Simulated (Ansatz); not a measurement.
Reaction (hydrogenolysis of a Ga–C bond): `CC(C)(C)[CH2][Ga]([F])[F]` + H₂ → `[F][GaH][F]` + `CC(C)(C)C`

Isolated molecules relaxed with PBE0-D4/def2-TZVP in Ansatz; ΔE leaves out vibrations. CBS: MP2 limit from def2 TZ/QZ plus the TZ coupled-cluster correction, frozen cores. This one scheme is used for every species. DFT in def2-TZVPP. For Ga outer-core shells are correlated without core-valence functions, which leaves a few kJ/mol of doubt a bond. Scalar relativity is left out up to krypton. Each species was taken in one conformer, which may not be the lowest.

Is it downhill or uphill in electronic energy at CCSD(T)/CBS, and by how much? (Estimate.)

Ansatz gave: Downhill: ΔE = -12.9 kJ/mol.

What do these levels give: LDA (SPW92), BHLYP-D4, PBE, BHLYP, CAM-B3LYP, SCS-MP2/def2-QZVPP? (Best estimate.)

The calculation gave: LDA (SPW92) -14.6, BHLYP-D4 -25.6, PBE -24.8, BHLYP -41.0, CAM-B3LYP -35.6, SCS-MP2/def2-QZVPP -19.3 kJ/mol.

Largest T1 diagnostic among the species: 0.015.

From BLYP to BHLYP (50 % exact exchange), in def2-TZVPP and without D4, ΔE moves by −7.0 kJ/mol. Leaving LDA and LC-ωPBE aside and taking each functional with its dispersion term where it has one, the values, not all of them listed here, spread over 21.2 kJ/mol, from B97M-V to revPBE-D4. LDA lies +10.2 kJ/mol from PBE without D4.
